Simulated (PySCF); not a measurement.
H7Si3, SMILES [SiH3][SiH2][SiH2], multiplicity 2. Atoms are numbered in the order given.

```xyz
10

Si     1.8994     0.5640     0.0908
Si     0.0851    -0.8115    -0.4074
Si    -1.8676     0.2337     0.3648
H      3.2437     0.0215    -0.2794
H      1.7469     1.9635    -0.4160
H     -0.0331    -1.0799    -1.8788
H      0.2720    -2.1220     0.2917
H     -3.0763    -0.5889     0.0518
H     -2.0098     1.5714    -0.2886
H     -1.7801     0.4290     1.8445
```
Charge 0, spin multiplicity 2.

Geometry optimised at PBE0-D3(BJ)/def2-SVP. The isomer is the one that the SMILES or the coordinates give; other isomers of the formula were not compared.

The numbers are results of PBE/def2-TZVPD in PySCF, not measurements.

Mulliken values depend strongly on the basis, most of all with diffuse functions as here. ESP charges are fitted to the potential on shells at 1.4 to 2.0 van der Waals radii. Atomic charges (e):

```tsv
atom	ESP fit	Mulliken	Mulliken spin
Si1	-0.05	-0.06	0.93
Si2	0.10	0.06	0.02
Si3	0.05	0.06	0.00
H4	0.01	0.00	0.01
H5	0.01	0.01	0.01
H6	-0.03	-0.01	0.04
H7	-0.03	-0.01	0.00
H8	-0.02	-0.03	0.00
H9	-0.02	-0.01	0.00
H10	-0.02	-0.01	0.00
```
